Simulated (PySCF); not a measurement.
Constitutional and geometric isomers with formula CH4OSi. Gas-phase values, no solvent. One relaxed conformer stands for each flexible species; it need not be the lowest. Strings in code marks are SMILES.

The numbers are results of PySCF 2.14.0 with B3LYP-D3(BJ)/def2-TZVP, not measurements. B3LYP has the VWN-RPA correlation part, as in Gaussian. 

```tsv
species	dipole moment (D)	LUMO (eV)	HOMO–LUMO gap (eV)
`[SiH2]=CO` (H–O–C–Si torsion 15°)	–	-1.43	4.22
`O=C[SiH3]`	2.20	-1.91	(withheld)
`O1C[SiH2]1`	(withheld)	-0.76	(withheld)
`C[SiH]=O`	4.39	-1.72	5.91
`C=[SiH]O` (C–Si–O–H torsion 0°)	–	-0.50	5.49
```

**Question.** Complete the blanks.

**Answer.** 
- `O=C[SiH3]`, HOMO–LUMO gap (eV): 5.03
- `O1C[SiH2]1`, dipole moment (D): 1.89
- `O1C[SiH2]1`, HOMO–LUMO gap (eV): 6.73
